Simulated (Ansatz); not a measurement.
Reaction (isomerisation): `BOC(C)[SiH3]` → `CCBO[SiH3]`

Calculated with Ansatz (gas phase, PBE0-D4/def2-TZVP geometries, no zero-point term in ΔE). CCSD(T)/CBS adds triple-zeta CCSD(T) − MP2 to the extrapolated MP2 energy (def2 sets, frozen cores). Functionals use def2-TZVPP. One conformer a species, not always the lowest.

CCSD(T)/CBS gives -1.87 eV.

Q: Another level gave -1.90 eV. Which?
A. SCS-MP2/def2-TZVPP
B. PBE-D4/def2-TZVPP
C. HF/def2-TZVPP
D. PBE0/def2-TZVPP

A: A. SCS-MP2/def2-TZVPP -1.90, PBE0 -1.83, PBE-D4 -1.70, HF/def2-TZVPP -2.05 eV.

Largest T1 diagnostic among the species: 0.013.

From PBE to PBE0 (25 % exact exchange), in def2-TZVPP and without D4, ΔE moves by −0.10 eV. In def2-TZVPP, CCSD(T) changes the Hartree–Fock value by +0.21 eV (the triples alone add +0.05 eV) and MP2 by +0.14 eV. The D4 term adds +0.06 eV with B3LYP and +0.03 eV with PBE0; it sums over pairs of atoms, weighted by their polarisabilities, and B3LYP, whose exchange is more repulsive, gets the larger term.

B3LYP here is the variant with VWN-RPA as its local correlation; programs differ in this.
